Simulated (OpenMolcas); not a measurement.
**Te I: effect of correlating more closed shells**

```yaml
Program: OpenMolcas
Basis: ANO-RCC-VQZP [8s7p5d3f2g]
Scalar_Hamiltonian: DKH2, point nucleus
Active_space: 6 electrons in 8 orbitals (5s 5p 6s 6p)
State_averaging: 2S+1 = 3 even, 3 roots; 2S+1 = 1 even, 6 roots; 2S+1 = 3 odd, 3 roots (0 in the spin-orbit step)
Spin-orbit_coupling: RASSI with atomic mean-field integrals over the reference wave functions, term energies averaged over their components
```

Methods on the same reference wave functions:
A. CASSCF
B. SS-CASPT2, IPEA 0.25 Eh, imaginary shift 0.1 Eh (closed shells correlated: none)
C. SS-CASPT2, IPEA 0.25 Eh, imaginary shift 0.1 Eh (closed shells correlated: 4d)

Energies in cm⁻¹ above 5s² 5p⁴ ³P₂, the measured ground level; measured values from NIST Handbook of Basic Atomic Spectroscopic Data.

```csv
Level,A,B,C,Measured
5s² 5p⁴ ³P₂,0.0,0.0,0.0,0.0
5s² 5p⁴ ³P₁,4104,4200,4190,4751
5s² 5p⁴ ³P₀,4216,4400,4510,4706
5s² 5p⁴ ¹D₂,12150,10560,10650,10558
5s² 5p⁴ ¹S₀,21498,22460,23780,23198
```

Deviations, from unrounded energies. A percentage is the sum of absolute deviations over the sum of measured energies, with the sign that they share, or ± where signs differ.

| Against measurement | Levels | A | B | C |
| --- | --- | --- | --- | --- |
| mean absolute deviation (cm-1) | 4 | 1100 | 400 | 360 |
| fine structure of the ground term (%) | 2 | -12.0 | -9.0 | -8.0 |
| other terms of the ground configuration (%) | 2 | ±9.8 | ±2.2 | +2.0 |

C lies closest to measurement on these levels and A furthest from it. The largest miss of C in the table is 5s² 5p⁴ ¹S₀, by +580 cm-1. The ranking rests on the paired levels alone, and a cruder setting can come out closer through cancelling errors.

Between B and C the level of the table that moves most is 5s² 5p⁴ ¹S₀, by 1300 cm-1 (lowest in B, highest in C). Moves below CASPT2's spread within the term are not significant.

The mean deviations of B to C differ by less than CASPT2's widest spread within a term (75 cm-1), so their order carries little weight.

From A to B the spin-free energies of the other terms of 5s² 5p⁴ shown, above ³P, scale by factors of 0.81 to 1.05.

The lowest spin-free term lies below A's lowest term by 0.086 hartree in B, 0.574 hartree in C.

What an inner shell adds also hangs on whether the basis holds functions to correlate it.

CASPT2 does not keep the components of a term degenerate, so their means are used; among the terms shown or strongly mixed into the levels shown the widest spread is 75 cm-1 (5s² 5p⁴ ¹D, C). Some high roots are left out of the spin-orbit mixing, which shifts the levels that they would mix with. Active for correlation alone: 6p 6s; no level in the range computed is led by a configuration that fills them, so any true level of that kind is missing. Computed and measured levels are paired by configuration, term and J; levels that our copy of the source lacks, or whose pairing is in doubt (as where it misses far off the trend of its configuration), stay unpaired and out of the deviations. Levels of configurations outside the active space are missing.
